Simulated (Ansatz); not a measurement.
Basis sets compared for Ge(CCH)2Me2 (C₆H₈Ge). Charge 0, multiplicity 1. Geometry PBE0-D4/def2-SVP. Ansatz on 2 threads of AMD EPYC 7R13 on a shared host and a share (18 GiB) of an NVIDIA H100 80GB HBM3; times are rough, and most runs start from earlier orbitals.

```
atom   x (Å)   y (Å)   z (Å)
 Ge1  -0.063   0.004  -0.003
  C2   1.040   0.640   1.420
  C3   1.716   1.055   2.342
  H4   2.321   1.419   3.154
  C5   1.088  -0.782  -1.308
  C6   1.795  -1.291  -2.157
  H7   2.426  -1.739  -2.904
  C8  -0.999   1.508  -0.804
  H9  -1.611   1.163  -1.650
 H10  -0.277   2.252  -1.168
 H11  -1.653   1.984  -0.059
 C12  -1.270  -1.355   0.684
 H13  -1.917  -0.925   1.462
 H14  -0.696  -2.185   1.119
 H15  -1.898  -1.746  -0.129
```

The 6-31G sets use Cartesian d functions.

Binding counts from free atoms (Ge triplet, C triplet, H doublet) in the same basis, without a counterpoise term.

```
           level  functions  energy (Eh)  HOMO (eV)  LUMO (eV)  binding per atom (eV)  wall time
        HF/6-31G         99   -2306.7180     -10.31       4.02                   3.04      1.3 s
 PBE-D4/def2-SVP        156   -2309.2795      -6.48      -0.70                   4.43      2.3 s
PBE0-D4/def2-SVP        156   -2309.3634      -7.72       0.22                   4.36      3.7 s
```

Estimate the rows for HF/def2-TZVP, PBE-D4/def2-TZVP, PBE0-D4/def2-TZVP (with forces).


```json
{"level": "HF/def2-TZVP", "functions": "282", "energy (Eh)": "-2307.2205", "HOMO (eV)": "-10.44", "LUMO (eV)": "3.32", "binding per atom (eV)": "3.17", "wall time": "4.6 s"}
{"level": "PBE-D4/def2-TZVP", "functions": "282", "energy (Eh)": "-2309.8040", "HOMO (eV)": "-6.61", "LUMO (eV)": "-0.91", "binding per atom (eV)": "4.41", "wall time": "4.1 s"}
{"level": "PBE0-D4/def2-TZVP (with forces)", "functions": "282", "energy (Eh)": "-2309.8820", "HOMO (eV)": "-7.79", "LUMO (eV)": "0.02", "binding per atom (eV)": "4.33", "wall time": "4.8 s"}
```
